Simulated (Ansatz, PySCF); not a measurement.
This PySCF input computes a BLYP/def2-TZVPD energy:

```python
from pyscf import gto, scf, dft

mol = gto.M(
    atom='''
    C     1.49283847    0.11803120    0.55134312
    C     1.16184014    0.76198898   -0.60934125
    O    -0.14198325    0.55123844   -0.92403923
    C    -0.68484165   -0.25804537    0.06303390
    C     0.33068342   -0.53717572    0.99505878
    C    -2.00189838   -0.62259058   -0.01985084
    H     2.46199795    0.12242251    1.02121487
    H     1.72123633    1.37892661   -1.29021849
    H     0.21271719   -1.14361675    1.87678564
    H    -2.61878457   -0.28921796   -0.83986148
    H    -2.43303289   -1.25167297    0.74293099
    ''',
    basis='def2-tzvpd',
    charge=0,
    spin=1,
    verbose=4,
)

mf = dft.UKS(mol, xc='blyp').density_fit(auxbasis='def2-universal-jkfit')
mf.grids.level = 3
mf.conv_tol = 1e-9
mf.max_cycle = 100
mf.max_memory = 1500
mf.kernel()
if not mf.converged:
    mf = mf.newton()
    mf.kernel(mf.make_rdm1())
for _ in range(2):
    mo, _, stable, _ = mf.stability(return_status=True)
    if stable:
        break
    mf.kernel(mf.make_rdm1(mo, mf.mo_occ))
mf.analyze()
```

Problem. Write an input for the same energy in Ansatz (a program for electronic structure) and say what it gives.

Solution. 
Ansatz 0.2 input:
```yaml
crystal:
  periodic: [false, false, false]
  atoms:
    - {symbol: C, position_ang: [1.49283847, 0.11803120, 0.55134312]}
    - {symbol: C, position_ang: [1.16184014, 0.76198898, -0.60934125]}
    - {symbol: O, position_ang: [-0.14198325, 0.55123844, -0.92403923]}
    - {symbol: C, position_ang: [-0.68484165, -0.25804537, 0.06303390]}
    - {symbol: C, position_ang: [0.33068342, -0.53717572, 0.99505878]}
    - {symbol: C, position_ang: [-2.00189838, -0.62259058, -0.01985084]}
    - {symbol: H, position_ang: [2.46199795, 0.12242251, 1.02121487]}
    - {symbol: H, position_ang: [1.72123633, 1.37892661, -1.29021849]}
    - {symbol: H, position_ang: [0.21271719, -1.14361675, 1.87678564]}
    - {symbol: H, position_ang: [-2.61878457, -0.28921796, -0.83986148]}
    - {symbol: H, position_ang: [-2.43303289, -1.25167297, 0.74293099]}
basis:
  gaussian:
    orbitals: def2-TZVPD
hamiltonian:
  xc: {name: BLYP}
magnetization: {spin_polarized: true, initial_magnetization: 1}
output: {forces: true}
```
It gives -268.71150 Eh, and PySCF -268.71163 Eh, a difference of 0.13 mEh, from the treatment of integrals and grids.

It need not be the lowest isomer of its formula.
